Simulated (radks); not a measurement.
Values are calculated unless marked as measured or tabulated.
Task: Isoelectronic series with 5 electrons, each ion in its NIST ground configuration. Code: a radial shooting solver on a logarithmic mesh with Libxc functionals. Model: Dirac Kohn-Sham, PBE, spin-unpolarised, spherical densities, finite nucleus; open shells fill j = l - 1/2 first; Fermi nuclear charge, rms radius of each element as measured or else 0.836 A^(1/3) + 0.57 fm. Total energies (hartree) and mean radii <r> (bohr) (* marks an orbital that is empty in some or all of the ions):

| ion | configuration | E (hartree) | 2p3/2* | 2p1/2 | 2s1/2 | 1s1/2 |
|---|---|---|---|---|---|---|
| B | [He] 2s2 2p1 | -24.60328 | 2.302 | 2.301 | 1.952 | 0.3294 |
| N2+ | [He] 2s2 2p1 | -52.89395 | 1.138 | 1.138 | 1.171 | 0.2294 |
| F4+ | [He] 2s2 2p1 | -92.24251 | 0.7733 | 0.7723 | 0.8387 | 0.1758 |
| Al8+ | [He] 2s2 2p1 | -204.19025 | 0.4747 | 0.4734 | 0.5357 | 0.1196 |
| P10+ | [He] 2s2 2p1 | -276.86349 | 0.3983 | 0.3968 | 0.4536 | 0.1030 |
| Cl12+ | [He] 2s2 2p1 | -360.73435 | 0.3432 | 0.3415 | 0.3933 | 0.09044 |
| K14+ | [He] 2s2 2p1 | -455.86203 | 0.3014 | 0.2996 | 0.3470 | 0.08057 |
| Sc16+ | [He] 2s2 2p1 | -562.31416 | 0.2688 | 0.2667 | 0.3103 | 0.07261 |
| V18+ | [He] 2s2 2p1 | -680.16715 | 0.2425 | 0.2403 | 0.2805 | 0.06606 |
| Co22+ | [He] 2s2 2p1 | -950.42568 | 0.2028 | 0.2002 | 0.2350 | 0.05589 |
| Cu24+ | [He] 2s2 2p1 | -1103.02959 | 0.1874 | 0.1847 | 0.2173 | 0.05187 |
| Ga26+ | [He] 2s2 2p1 | -1267.43163 | 0.1742 | 0.1712 | 0.2019 | 0.04836 |

Estimate the row of Mn20+ ([He] 2s2 2p1).

Result: E (hartree) -809.50615; 2p3/2* 0.2209; 2p1/2 0.2185; 2s1/2 0.2558; 1s1/2 0.06057.
